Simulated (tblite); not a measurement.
Species: C₅H₁₇NSi₂.
Geometry (GFN2-xTB, Å), atoms numbered from 1 in this order:
```
atom  x, y, z in Å
C1    -2.141   -1.228    0.756
N2    -1.523   -0.280   -0.150
C3    -0.059   -0.131   -0.118
C4     0.412    0.032    1.323
C5     0.641   -1.330   -0.778
Si6    2.531   -1.434   -0.651
Si7    0.167    1.516   -1.086
C8    -0.800    2.890   -0.212
H9    -3.208   -1.259    0.539
H10   -1.747   -2.252    0.681
H11   -2.015   -0.886    1.783
H12   -1.794   -0.512   -1.101
H13    1.437    0.398    1.339
H14    0.384   -0.916    1.860
H15   -0.219    0.749    1.844
H16    0.362   -1.352   -1.837
H17    0.237   -2.252   -0.342
H18    2.946   -1.754    0.718
H19    2.982   -2.522   -1.527
H20    3.162   -0.185   -1.076
H21    1.584    1.890   -1.182
H22   -0.360    1.315   -2.444
H23   -1.811    2.572    0.017
H24   -0.858    3.772   -0.840
H25   -0.322    3.182    0.718
```

Calculated harmonic vibrations of the isolated species, GFN2-xTB (tblite), most abundant isotopes, no scaling. This tight-binding method is rough: wavenumbers can miss measured ones by several per cent, in bad cases by 10 to 20. Modes of hydrogen on silicon can be 10 to 20 % off. One conformer, not necessarily the lowest.

Harmonic wavenumbers (cm⁻¹): 43.7, 73.4, 92.9, 115.0, 122.8, 148.3, 172.0, 181.7, 235.6, 267.0, 311.6, 327.7, 343.2, 368.6, 422.1, 469.1, 511.2, 546.6, 602.0, 633.2, 689.3, 759.9, 771.3, 781.4, 784.6, 793.0, 803.0, 812.6, 818.0, 830.4, 847.9, 904.8, 949.9, 1062.2, 1071.5, 1099.0, 1133.4, 1163.2, 1175.6, 1243.7, 1275.8, 1364.2, 1401.1, 1410.5, 1423.7, 1482.1, 1483.1, 1486.8, 1494.3, 1495.8, 1510.9, 1518.8, 2191.9, 2210.7, 2231.9, 2245.1, 2273.8, 2856.3, 2912.7, 2942.2, 2998.3, 3006.8, 3018.2, 3024.0, 3033.8, 3043.8, 3050.6, 3054.5, 3358.8.

A = 1570, B = 996.9, C = 734.2 MHz; mass 147.090 u (most abundant isotopes); point group C1, symmetry number 1.

What is the zero-point energy?

Half the sum of the wavenumbers: 44641 cm⁻¹ = 127.64 kcal/mol.

Give the ideal-gas entropy at 400 K and 1 bar in the rigid-rotor, harmonic-oscillator model (classical rotation).

Translation 42.35, rotation 30.89, vibration 56.31: S = 129.6 cal/(mol K).

And Cp and H(400 K) − H(0)?

Cp = 64.46 cal/(mol K), of which vibrations give 56.51 (their classical limit is 69 R = 137.1); H(400 K) − H(0) = 14.93 kcal/mol without the zero-point energy, 11.75 from vibrations.

How do the functions run with temperature in this model?

```tsv
T (K)	S (cal/(mol K))	Cp (cal/(mol K))	H − H(0) (kcal/mol)	G − H(0) (kcal/mol)	ln q(vib)
150	85.0	30.9	2.89	-9.86	4.14
250	104.1	45.0	6.68	-19.33	7.93
298.15	112.5	51.6	9.01	-24.55	9.75
600	159.6	84.1	29.91	-65.88	20.77
900	197.8	103.7	58.31	-119.67	30.81
```

q(vib) and H(0) count from the zero-point level.

What must be added to the electronic energy to get the Gibbs energy at 400 K and 1 bar?

ZPE + [H(400 K) − H(0)] − T·S = 127.64 + 14.93 − 51.82 = 90.75 kcal/mol.

Which modes carry the vibrational entropy at 400 K?

43.7 cm⁻¹: 5.67; 73.4 cm⁻¹: 4.64; 92.9 cm⁻¹: 4.17; 115.0 cm⁻¹: 3.76; 122.8 cm⁻¹: 3.63; 148.3 cm⁻¹: 3.26 cal/(mol K); the other 63 give 31.18 together.

Blend soft modes into free rotors: weight 1/[1 + (100 cm⁻¹/ν̃)⁴] for the oscillator and the rest for a rotor with moment μB/(μ + B), μ = h/(8π²ν), B = 10⁻⁴⁴ kg m². What vibrational entropy results?

52.58 cal/(mol K) in place of 56.31, which changes −T·S at 400 K by +1.49 kcal/mol.

Hindered rotation and anharmonicity are outside this model. Other conformers, if any are populated, would add a mixing term that is left out. The structure is chiral; the term R ln 2 for an equal mix with its mirror image is left out.

Hardware: an Arm Neoverse N1 with one thread, shared host with 64 logical CPUs at a one-minute load of 61. Cost: 2.3 s of wall time. This covers the Hessian and the dipole derivatives.
